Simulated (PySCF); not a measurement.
PySCF 2.14 output of an unrestricted wB97M-V calculation on a single atom or ion in aug-cc-pVDZ (4s3p2d, 23 functions), with the non-relativistic Hamiltonian (point nucleus):

```
SCF conv_tol = 1e-09
number electrons alpha = 3  beta = 1
    N. Mardirossian and M. Head-Gordon.,  J. Chem. Phys. 144, 214110 (2016)
cycle= 1 E= -35.3303076217268  delta_E= -0.00136  |g|= 0.00498  |ddm|= 0.0692
cycle= 2 E= -35.3303380085677  delta_E= -3.04e-05  |g|= 0.000907  |ddm|= 0.0131
cycle= 3 E= -35.3303388955571  delta_E= -8.87e-07  |g|= 0.000128  |ddm|= 0.00348
cycle= 4 E= -35.3303388959337  delta_E= -3.77e-10  |g|= 0.000135  |ddm|= 0.000186
cycle= 5 E= -35.3303388971229  delta_E= -1.19e-09  |g|= 3.79e-05  |ddm|= 5.89e-05
cycle= 6 E= -35.3303388972078  delta_E= -8.49e-11  |g|= 5.36e-06  |ddm|= 4.71e-06
converged SCF energy = -35.3303388972078  <S^2> = 2  2S+1 = 3
```

The run itself started from symmetry-adapted Hartree-Fock orbitals and held the occupation by maximum overlap, on a logarithmic radial grid, so the iterations belong to that start.

Which element, charge and spin multiplicity is this?

C(2+) (carbon, charge +2), multiplicity 3; the state was [He] 2s1 3d1, high-spin 3D determinant (an excited configuration).

The outer electron is Rydberg-like, and this basis confines it to a smaller radius and binds it less than a complete one would.
